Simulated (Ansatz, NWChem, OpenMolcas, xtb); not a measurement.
# Ligand exchange: SiHBr + BH2(SH) → SiH(SH) + BH2Br

Species: SiHBr `[SiH]Br`, singlet; BH2(SH), singlet; SiH(SH), singlet; BH2Br `BBr`, singlet. The partners trade Br for SH: Si–Br and B–SH bonds give way to Si–SH and B–Br.

Shapes, held fixed at every level: PBE0-D4/def2-TZVP. Flexible molecules stand in one conformer, not always the lowest. Programs: Ansatz 0.2.0, NWChem 7.3.0, OpenMolcas 26.06, xtb 6.7.1. Electronic energies: no zero-point or thermal term.

```tsv
level	kind	ΔE (kJ/mol)
GFN0-xTB	semi-empirical	-73.6
SVWN5/STO-3G	LDA	+44.5
PBE/STO-3G	GGA	+43.6
revPBE/STO-3G	GGA	+43.1
BHLYP/STO-3G	global hybrid	+51.9
CAM-B3LYP/STO-3G	range-separated hybrid	+48.9
RPA@PBE/STO-3G	RPA	+58.3
B3LYP/6-31G* (Cartesian functions)	global hybrid	+21.2
```

B3LYP/6-31G* (Cartesian functions) gives ΔE = +21.2 kJ/mol; the levels span -73.6 to +58.3. They disagree on the sign: 7 of 8 are positive. GFN0-xTB strays far from the other rows. The median of the levels is +44.1. No measured value is set beside it here. Relativity is left out for Br. B3LYP/6-31G* (Cartesian functions) lies outside the range of all other levels here, so it shouldn't be taken on trust. Rows in sets without polarisation functions are far from converged.
